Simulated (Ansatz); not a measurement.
Mulliken charges of CH₂BFO, SMILES `FB1CO1` from B3LYP/def2-TZVPP in Ansatz (PBE0-D4/def2-TZVP geometry).

| atom | x (Å) | y (Å) | z (Å) | charge (e) |
| --- | --- | --- | --- | --- |
| F1 | -0.773 | -1.945 | 0.413 | -0.243 |
| B2 | -0.385 | -0.756 | 0.037 | 0.396 |
| C3 | 0.396 | 0.524 | 0.098 | -0.144 |
| O4 | -0.652 | 0.102 | -0.935 | -0.258 |
| H5 | 1.383 | 0.629 | -0.342 | 0.124 |
| H6 | 0.072 | 1.380 | 0.682 | 0.124 |

**Question.** By hand: the dipole of these point charges (1 e Å = 4.8032 D).

**Answer.** Σ q r = (0.327, 0.321, 0.184) e Å, of length 0.494 e Å = 2.37 D.

**Question.** How does the dipole of the full density compare? (Estimate.)

**Answer.** The calculation gave: (0.239, 0.146, 0.199) e Å, 1.65 D; the point charges give 1.44 times that, at 18° from its direction.

Point charges leave out the atoms' own dipoles, such as those of lone pairs, and Mulliken's split depends on the basis, so the two needn't agree.

B3LYP here is the variant with VWN-RPA as its local correlation; programs differ in this.
